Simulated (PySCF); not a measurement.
C2H6O3Si, SMILES O[Si]1(O)COC1.

Coordinates come from a r2SCAN-D4/def2-SVP optimisation. The structure was generated by enumeration, and PubChem lists no compound with its InChIKey, so it may never have been made. Other conformers were not sampled.

Calculation: PBE/def2-TZVP run with PySCF.

Symmetry labels are those of the subgroup Cs that the program uses (full group Cs).

Computed valence orbital energies around the gap with their symmetry:
| orbital | symmetry | energy (eV) |
|---|---|---|
| HOMO−7 | A" | -9.59 |
| HOMO−6 | A' | -9.11 |
| HOMO−5 | A" | -8.89 |
| HOMO−4 | A' | -8.86 |
| HOMO−3 | A" | -7.79 |
| HOMO−2 | A' | -7.12 |
| HOMO−1 | A" | -6.65 |
| HOMO | A' | -5.72 |
| LUMO | A' | -0.37 |
| LUMO+1 | A' | 0.11 |
| LUMO+2 | A' | 0.36 |
| LUMO+3 | A" | 1.10 |
